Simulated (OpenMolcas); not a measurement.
# Multiconfigurational calculation on Cu2+

Cu2+ with its 6 nearest oxide ions at 2.108 Å, on the Mg site of MgO (a = 4.2112 Å, distance in the model lattice 2.106 Å). The rest of the host is ab initio model potentials to 7.6 Å, with orthogonalisation functions on the cations behind the ligands, and point charges beyond; the distance is set by hand and nothing relaxes. Ligand basis ANO-RCC-VDZP.

Input, with the lattice sites abridged:

```
&GATEWAY
Basis set
Cu.ANO-RCC-VTZP.
Cu1 0.0 0.0 0.0 Angstrom
End of basis
Basis set
O.ANO-RCC-VDZP.
L1 2.108000 0.000000 0.000000 Angstrom
L2 0.000000 2.108000 0.000000 Angstrom
L3 0.000000 0.000000 2.108000 Angstrom
End of basis
Basis set
Mg.EMB-AIMP.Pascual.10s4p.1s1p.ECP.MgO.
PseudoCharge
* 3 symmetry-unique lattice sites within 7.6 angstrom
End of basis
Basis set
Mg.EMB-AIMP.Pascual.0s.0s.ECP.MgO.
PseudoCharge
* 40 symmetry-unique lattice sites within 7.6 angstrom
End of basis
Basis set
O.EMB-AIMP.Pascual.0s.0s.ECP.MgO.
PseudoCharge
* 55 symmetry-unique lattice sites within 7.6 angstrom
End of basis
Symmetry
XYZ
AngMom=0.0 0.0 0.0
AMFI
RICD
XField
997 Angstrom 0
* Evjen-weighted lattice charges
&SEWARD
* reference wave functions (RASSCF and RASSI steps not shown): 9 electrons in 5 orbitals (3d)
>>> COPY JOB001 $Project.JobIph
&CASPT2
Multistate=5 1 2 3 4 5
NoMult
Frozen=5 6
IPEA=0.25
Imaginary=0.1
MaxIter=60
WThr=0.0 0.3 0.05
PrWF=0.5
NoMix
```

Launched by
```bash
OMP_NUM_THREADS=1 MOLCAS_MEM=2457 MOLCAS_PROJECT=a pymolcas a.inp > a.log  # once for each step of the input, in one work folder
```

Output, cut to the results:

```
--- CASPT2 ---
Orbital specifications:
      -----------------------

      Symmetry species                           1   2
                                                ag  au
      Frozen orbitals                            5   6
      Inactive orbitals                         13  15
      Active orbitals                            5   0
      Secondary orbitals                        61  62
      Deleted orbitals                           0   0
      Number of basis functions                 84  83
Type of calculation                        SS-CASPT2
      Fock operator                              state-specific
      IPEA shift                                 0.25
      Real shift                                 0.00
      Imaginary shift                            0.10
      The input orbitals will be transformed to quasi-canonical
Reference energy:       -2112.4629714546
      E2 (Non-variational):      -1.9813625173
      Shift correction:          -0.0011704496
      E2 (Variational):          -1.9825329669
      Total energy:           -2114.4455044215
      Residual norm:              0.0000003648
      Reference weight:           0.70575
      Contributions to the CASPT2 correlation energy
      Active & Virtual Only:         -0.3512116498
      One Inactive Excited:          -0.3665568341
      Two Inactive Excited:          -1.2635940334
Reference energy:       -2112.4629714545
      E2 (Non-variational):      -1.9813662568
      Shift correction:          -0.0011704541
      E2 (Variational):          -1.9825367108
      Total energy:           -2114.4455081654
      Residual norm:              0.0000003673
      Reference weight:           0.70575
      Contributions to the CASPT2 correlation energy
      Active & Virtual Only:         -0.3512155731
      One Inactive Excited:          -0.3665562093
      Two Inactive Excited:          -1.2635944744
::    CASPT2 Root  1     Total energy:  -2114.44550442
::    CASPT2 Root  2     Total energy:  -2114.44550817
::    CASPT2 Root  3     Total energy:  -2114.40107356
::    CASPT2 Root  4     Total energy:  -2114.40107356
::    CASPT2 Root  5     Total energy:  -2114.40107354
```

Spin-orbit levels above the lowest (labels of O, the rotations of Oh), with the averaged single-state CASPT2 energies on the diagonal:

```
E (cm-1)  Degeneracy  Label  2S+1               g
       0           4     Γ8     2                
    9050           2     Γ7     2  1.98 1.98 1.98
   10340           4     Γ8     2
```

Over all roots computed the reference weight is 0.71; a low but even weight reflects the number of correlated electrons. An orbital doublet at a regular site is open to a Jahn-Teller distortion, which this geometry leaves out. A single d shell leaves out the double-shell effect, which counts most for late 3d ions, where the CASPT2 field can be off either way by tens of per cent. Ligand-to-metal charge-transfer states are missing. With one d shell and no ligand orbital active, 10Dq can be off by tens of per cent for divalent 3d ions, low with halides held by bare charges and at times high in hosts, and the orbital part of g and χT goes as 1/10Dq. Free-ion shares, where given, are those of the reference states; single-state CASPT2 does not remix them. No measured value stands beside these numbers; the geometry was set by hand and not optimised.

The CASPT2 steps took 29 s on 1 thread of Intel(R) Xeon(R) Platinum 8488C (Sapphire Rapids), with other jobs on the host; the integral step is not counted.
